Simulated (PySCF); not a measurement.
Species: C7H7FO.
Atom-mapped SMILES: `[CH3:1][O:2][c:3]1[cH:4][cH:5][cH:6][cH:7][c:8]1[F:9]` (hydrogens: H10, H11, H12 on C1; H13 on C4; H14 on C5; H15 on C6; H16 on C7)

Computed with PySCF 2.14.0, PBE0-D3(BJ)/def2-SVP geometry optimisation, gas phase.

Problem. What internal coordinates does the optimisation give?

Solution. 
```
                  bond  length (Å)     order
                 C1–O2       1.399    single
                 O2–C3       1.344    single
                 C3–C4       1.397  aromatic
                 C4–C5       1.398  aromatic
                 C5–C6       1.389  aromatic
                 C6–C7       1.398  aromatic
                 C7–C8       1.382  aromatic
                 C8–F9       1.330    single
                 C3–C8       1.407  aromatic
C1–H10, C1–H11, C1–H12       1.102    single
                C4–H13       1.090    single
                C5–H14       1.092    single
                C6–H15       1.092    single
                C7–H16       1.092    single
```

Bonds in one row agree within 0.01 Å and their mean is given. Orders are formal, as drawn. A selection of angles:
```
   angle  degrees
C1–O2–C3    118.4
O2–C3–C4    125.7
O2–C3–C8    116.2
C4–C3–C8    118.2
C3–C4–C5    120.4
C4–C5–C6    120.7
C5–C6–C7    119.4
C6–C7–C8    119.8
C7–C8–F9    120.2
C3–C8–C7    121.5
C3–C8–F9    118.3
```

Torsions: C1–O2–C3–C4 0° (synperiplanar).

The 6-membered ring C3–C4–C5–C6–C7–C8 has internal angles of 118.2° to 121.5° (sum 720°, against 720° for a flat polygon); it is planar, 0.00 Å rms from its mean plane, widest ring torsion 0°. The 2 C–O bonds span 1.344 Å (O2–C3, drawn single) to 1.399 Å (C1–O2, drawn single), a spread of 0.055 Å. The 6 C–C bonds span 1.382 Å (C7–C8, aromatic) to 1.407 Å (C3–C8, aromatic), a spread of 0.025 Å. The 9 heavy atoms lie in one plane (0.003 Å rms). Of the pairs four or more bonds apart, C1···H13 is among the closest relative to their van der Waals radii: 2.54 Å, 88 % of the sum of Bondi's values.

Point group: Cs (tolerance 0.08 Å). No frequency check. One conformer, not necessarily the lowest.

On Arm Neoverse V2, one thread, on a shared host, this took 48 s. That covers the optimisation of the geometry.
